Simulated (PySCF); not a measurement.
# Molecular orbitals of RbNa

PW91 at R = 3.713 Å; basis Rb def2-SVP with ECP28, Na def2-SVP; scalar-relativistic core potentials; PySCF 2.14. State: ¹Σ⁺ (singlet), closed shell. Only the outer orbitals are listed, counted within each symmetry, core potentials removing the inner ones.

| orbital | occ. | ε (eV) | on Rb (%) | main shells (%) |
| --- | --- | --- | --- | --- |
| 3σ | 2 | -32.28 | 100 | 100 Rb s |
| 4σ | 2 | -27.88 | 0 | 100 Na p |
| 1π | 2 | -27.87 | 0 | 100 Na p |
| 1π | 2 | -27.87 | 0 | 100 Na p |
| 2π | 2 | -16.02 | 100 | 100 Rb p |
| 2π | 2 | -16.02 | 100 | 100 Rb p |
| 5σ | 2 | -15.98 | 100 | 100 Rb p |
| 6σ | 2 | -2.73 | 45 | 53 Na s, 43 Rb s |
| 7σ | 0 | -1.66 | 62 | 51 Rb s, 35 Na s, 12 Rb p |
| 3π | 0 | -0.87 | 76 | 71 Rb p, 24 Na p |
| 3π | 0 | -0.87 | 76 | 71 Rb p, 24 Na p |

Problem. Which are the highest filled and the lowest empty level, where do they sit, and how wide is the gap?

Solution. Highest filled 6σ at -2.73 eV (in %: 53 Na s, 43 Rb s); lowest empty 7σ at -1.66 eV (in %: 51 Rb s, 35 Na s, 12 Rb p); the gap at PW91 is 1.07 eV.

* bond order (Mayer): 0.99
* ⟨S²⟩: 0.000
* charge on Rb (Mulliken, basis-dependent): 0.11
* charge on Rb (Löwdin, basis-dependent): 0.00
* dipole moment (positive dipole means Rb(−)Na(+)): -2.83 D

Closed-shell solutions of metal pairs were not tested for spin polarisation, which can lower them a little.
